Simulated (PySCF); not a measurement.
# Ho⁶⁵⁺ (holmium, charge +65): Hartree-Fock from Schrödinger to Dirac-Coulomb-Breit

Occupied: 1s1/2. Hartree-Fock calculated with PySCF 2.14 in an even-tempered Gaussian basis (19 s from 16 bohr⁻², ratio 2.3; 15 p from 19 bohr⁻², ratio 2.3), Gaussian nucleus throughout. NR is non-relativistic, sf-X2C the spin-free one-electron X2C Hamiltonian, X2C adds the bare one-electron spin-orbit term, X2C-SNSO screens it by Boettger's factors, DC is four-component Dirac-Coulomb, and the Gaunt and Breit terms are added at first order (total energies over the DC spinors, levels after relaxing the spinors in that mean field). QED terms are absent. Levels marked empty are virtual spinors of this ion.

| Hamiltonian | E (hartree) | E − E(DC) (hartree) | CPU seconds |
| --- | --- | --- | --- |
| NR | -4446.9877 | 301.0271 | 0.47 |
| sf-X2C | -4745.8826 | 2.1322 | 0.27 |
| X2C | -4745.8826 | 2.1322 | 0.27 |
| X2C-SNSO | -4745.8826 | 2.1322 | 0.27 |
| DC | -4748.0148 | 0.0000 | 6.8 |
| DC+Gaunt | -4743.7450 | 4.2698 | 13 |
| DC+Breit | -4743.7450 | 4.2698 | 120 |

```tsv
level (eV)	NR	sf-X2C	X2C	X2C-SNSO	DC	DC+Gaunt	DC+Breit
1s1/2	-59937.7	-63917.3	-63917.3	-63917.3	-63974.9	-63859.6	-63859.6
2s1/2 (empty)	-14549.9	-15764.4	-15764.4	-15764.4	-15770.7	-15757.7	-15759.3
2p1/2 (empty)	-14424.5	-14912.7	-15619.3	-15607.1	-15604.0	-15576.8	-15580.7
2p3/2 (empty)	-14424.5	-14912.7	-14621.1	-14625.2	-14629.6	-14616.3	-14620.2
3s1/2 (empty)	-6435.9	-6858.8	-6858.8	-6858.8	-6860.6	-6857.0	-6857.5
```

```tsv
interval (eV)	X2C	X2C-SNSO	DC	DC+Gaunt	DC+Breit
2p3/2 − 2p1/2	998.2	981.9	974.3	960.5	960.5
```

Weight of the small component: 1s1/2 0.0632, 2s1/2 0.0155, 2p1/2 0.0154, 2p3/2 0.0144, 3s1/2 0.00674.

Koopmans' value for the highest occupied level at DC+Breit: 63859.6 eV, against an ionisation energy of 63772.42 ± 0.11 eV (theoretical estimate listed by NIST; NIST Atomic Spectra Database, ionization energies); the former lacks relaxation, correlation, QED and recoil.

The whole ladder took 140 s of wall time on 1 thread of Intel(R) Xeon(R) Platinum 8259CL CPU @ 2.50GHz (shared host), launched as `OMP_NUM_THREADS=1 python relrun2.py TASK.json OUT` (a driver that calls PySCF for each Hamiltonian).

Dirac-Coulomb iterations, started from the X2C spinors:

```
with_ssss True, with_gaunt False, with_breit False
light speed = 137.03599967994
init E= -4700.82729733784
cycle= 1 E= -4748.01465672114  delta_E= -47.2  |g|= 1.97  |ddm|= 0.0548
cycle= 2 E= -4748.0148171205  delta_E= -0.00016  |g|= 0.00383  |ddm|= 0.000197
cycle= 3 E= -4748.01481712175  delta_E= -1.25e-09  |g|= 6.42e-06  |ddm|= 1.14e-06
```
